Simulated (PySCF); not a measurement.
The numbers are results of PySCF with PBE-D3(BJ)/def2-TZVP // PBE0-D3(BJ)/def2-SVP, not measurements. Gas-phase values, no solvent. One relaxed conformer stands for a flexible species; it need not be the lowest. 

Reference species (SMILES): `[Si](OC)(OC)(OC)I` (neutral, multiplicity 1).

```
Quantity                  Result
----------------------  --------
HOMO                    -6.42 eV
LUMO                    -0.70 eV
S1 oscillator strength     0.018
```

Changed species: `I[Si](I)(I)I` (4 of 4 OCH3 replaced by I; the reference has 1 of 4 OCH3 replaced by I).

Q: Give the shifts of the HOMO, LUMO and S1 oscillator strength.

A: the HOMO falls by 0.16 eV, to -6.58 eV; the LUMO falls by 2.70 eV, to -3.40 eV; the S1 oscillator strength drops by 0.018, to 0.000.
